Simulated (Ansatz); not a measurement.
Ansatz (a quantum-chemistry and plane-wave program) input (r2SCAN/def2-TZVP):

Ansatz 0.2 input:
```yaml
crystal:
  periodic: [false, false, false]
  atoms:
    - {symbol: Si, position_ang: [0.84394891, -0.21137922, 0.63542957]}
    - {symbol: H, position_ang: [2.06906816, -0.58134986, -0.13098070]}
    - {symbol: Cl, position_ang: [-0.81672664, 0.20827406, -0.51559020]}
basis:
  gaussian:
    orbitals: def2-TZVP
hamiltonian:
  xc: {name: r2SCAN}
magnetization: {spin_polarized: true, initial_magnetization: 2}
relax: {f_tol: 0.003, max_steps: 100}
```

Output:

```
Functional definition: r2SCAN
integrals: 0.02 GiB planned
552 factors; their error is unknown
mean field: 0.22 GiB planned
mean field evaluation 1: about -20413.3850 eV, gradient 8.9e0 eV
mean field evaluation 2: about -20413.6710 eV, gradient 7.3e0 eV
mean field evaluation 4: about -20413.9985 eV, gradient 9.4e-1 eV
mean field evaluation 8: about -20413.9954 eV, gradient 2.0e-2 eV
mean field evaluation 16: about -20413.9954 eV, gradient 7.1e-5 eV
mean field -20413.99543489 eV, -750.2004951291 hartree, gradient 7.1e-5 eV, S^2 2.005080; 0 other end points of the search recorded, 0 dependent functions left out
the calculation of the forces begins
reference -20413.99544598 eV, -750.2004955365 hartree; 17, 15 occupied and 63, 65 virtual orbitals, 552 factors
relax step   1: F+E_penalty+E_count = -20413.99543489 eV  Δ(F+E_penalty+E_count) = +0.000e0 eV  max|allowed force component| = 1.733e-1 eV/Å  Δτ_max = 0.0000 Å  (32 SCF iters, accepted)
these checks for a lower state are left out or cut short: starts, cluster_reference, orbital_swaps, neighbouring_geometries, increment
integrals: 0.02 GiB planned
552 factors; their error is unknown
mean field: 0.22 GiB planned
mean field -20413.99708940 eV, -750.2005559313 hartree, gradient 2.0e-5 eV, S^2 2.005053; 0 other end points of the search recorded, 0 dependent functions left out
the calculation of the forces begins
reference -20413.99710047 eV, -750.2005563382 hartree; 17, 15 occupied and 63, 65 virtual orbitals, 552 factors
relax step   2: F+E_penalty+E_count = -20413.99708940 eV  Δ(F+E_penalty+E_count) = -1.655e-3 eV  max|allowed force component| = 2.123e-2 eV/Å  Δτ_max = 0.0083 Å  (36 SCF iters, accepted)
these checks for a lower state are left out or cut short: starts, cluster_reference, orbital_swaps, neighbouring_geometries, increment
integrals: 0.02 GiB planned
552 factors; their error is unknown
mean field: 0.22 GiB planned
mean field -20413.99711287 eV, -750.2005567939 hartree, gradient 1.5e-5 eV, S^2 2.005050; 0 other end points of the search recorded, 0 dependent functions left out
the calculation of the forces begins
reference -20413.99712395 eV, -750.2005572008 hartree; 17, 15 occupied and 63, 65 virtual orbitals, 552 factors
relax step   3: F+E_penalty+E_count = -20413.99711287 eV  Δ(F+E_penalty+E_count) = -2.347e-5 eV  max|allowed force component| = 3.850e-3 eV/Å  Δτ_max = 0.0014 Å  (28 SCF iters, accepted)
these checks for a lower state are left out or cut short: starts, cluster_reference, orbital_swaps, neighbouring_geometries, increment
integrals: 0.02 GiB planned
552 factors; their error is unknown
mean field: 0.22 GiB planned
mean field evaluation 32: about -20414.0048 eV, gradient 7.1e-2 eV
mean field -20413.99711335 eV, -750.2005568113 hartree, gradient 3.0e-5 eV, S^2 2.005049; 0 other end points of the search recorded, 0 dependent functions left out
the calculation of the forces begins
reference -20413.99712442 eV, -750.2005572183 hartree; 17, 15 occupied and 63, 65 virtual orbitals, 552 factors
relax step   4: F+E_penalty+E_count = -20413.99711335 eV  Δ(F+E_penalty+E_count) = -4.753e-7 eV  max|allowed force component| = 2.172e-4 eV/Å  Δτ_max = 0.0002 Å  (24 SCF iters, accepted)
integrals: 0.02 GiB planned
552 factors; their error is unknown
mean field: 0.22 GiB planned
mean field -20413.99711335 eV, -750.2005568113 hartree, gradient 3.0e-5 eV, S^2 2.005049; 1 other end points of the search recorded, 0 dependent functions left out
the calculation of the forces begins
reference -20413.99712442 eV, -750.2005572183 hartree; 17, 15 occupied and 63, 65 virtual orbitals, 552 factors
Total energy: -20413.99712442 eV, -750.2005572183 hartree
Atom 0 at     0.840251    -0.210638     0.627686 Å, force     0.000217    -0.000056     0.000108 eV/Å
Atom 1 at     2.069056    -0.581235    -0.128011 Å, force    -0.000174     0.000049     0.000002 eV/Å
Atom 2 at    -0.813016     0.207419    -0.510816 Å, force    -0.000043     0.000008    -0.000109 eV/Å
Dipole moment:     0.153881    -0.039084     0.101363 e Å
```

This is an excited triplet: at this geometry the singlet lies 1.19 eV lower at CCSD(T)/CBS(aug-cc-pV(T+d)Z,aug-cc-pV(Q+d)Z).
